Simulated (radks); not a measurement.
Effect of the nuclear size on the caesium ion Cs+, [Xe]. Calculated with a radial shooting solver on a logarithmic mesh with Libxc functionals: Dirac Kohn-Sham, LDA (Slater exchange, Perdew-Wang correlation), spin-unpolarised, spherical densities, finite nucleus; Fermi nuclear charge, rms radius 4.8041 fm. The rms radius is varied about that value; shifts are against it.

| rms radius (fm) | total energy shift (eV) | density at nucleus (e/bohr^3) | 1s1/2 shift (meV) | 2s1/2 shift (meV) | 4p1/2 shift (meV) | 5s1/2 shift (meV) | 5p1/2 shift (meV) | 5p3/2 shift (meV) | 6s1/2 (empty) shift (meV) |
|---|---|---|---|---|---|---|---|---|---|
| 4.3141 | -1.44 | 3.01e+05 | -600 | -71.5 | 0.215 | -0.463 | 0.043 | 0.050 | -0.065 |
| 4.4246 | -1.12 | 2.996e+05 | -469 | -55.9 | 0.168 | -0.362 | 0.034 | 0.039 | -0.050 |
| 4.8041 | 0 | 2.95e+05 | 0.000 | 0.000 | 0.000 | 0.000 | 0.000 | 0.000 | 0.000 |
| 5.1788 | 1.18 | 2.909e+05 | 494 | 58.8 | -0.177 | 0.381 | -0.036 | -0.041 | 0.053 |
| 5.443 | 2.06 | 2.882e+05 | 860 | 102 | -0.308 | 0.663 | -0.062 | -0.072 | 0.093 |

Slopes of the eigenvalues against <r^2> in GHz/fm^2, as finite differences over the two radii next to the reference (eigenvalue slopes, not the field-shift constants of lines): 1s1/2 32100, 2s1/2 3830, 4p1/2 -11.5, 5s1/2 24.8, 5p1/2 -2.33, 5p3/2 -2.70, 6s1/2 (empty) 3.46.
